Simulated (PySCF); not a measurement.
Be(H)(NH2) (BeH3N), SMILES [BeH][NH2]. Atoms are numbered in the order given.

```xyz
5

Be     0.0000     0.0000    -0.9552
H      0.0000     0.0000    -2.2883
N      0.0000     0.0000     0.5482
H      0.0000     0.8219     1.1359
H      0.0000    -0.8219     1.1359
```
Charge 0, spin multiplicity 1.

Geometry: TPSSh-D3(BJ)/def2-TZVPD.

The numbers are results of M06-2X/def2-TZVPD (PySCF), not measurements.

Mulliken values depend strongly on the basis, most of all with diffuse functions as here. ESP charges are fitted to the potential on shells at 1.4 to 2.0 van der Waals radii. Atomic charges (e):

```
atom  ESP fit  Mulliken    IAO
----  -------  --------  -----
Be1       ___     -0.08   1.33
H2        ___     -0.01  -0.53
N3        ___     -0.54  -1.34
H4        ___      0.31   0.27
H5        ___      0.31   0.27
```

Q: What belongs in the gaps? (Estimate from the structure and the level; the computed values follow.)

A: 
- Be1, ESP fit: 0.83
- H2, ESP fit: -0.36
- N3, ESP fit: -1.34
- H4, ESP fit: 0.44
- H5, ESP fit: 0.44
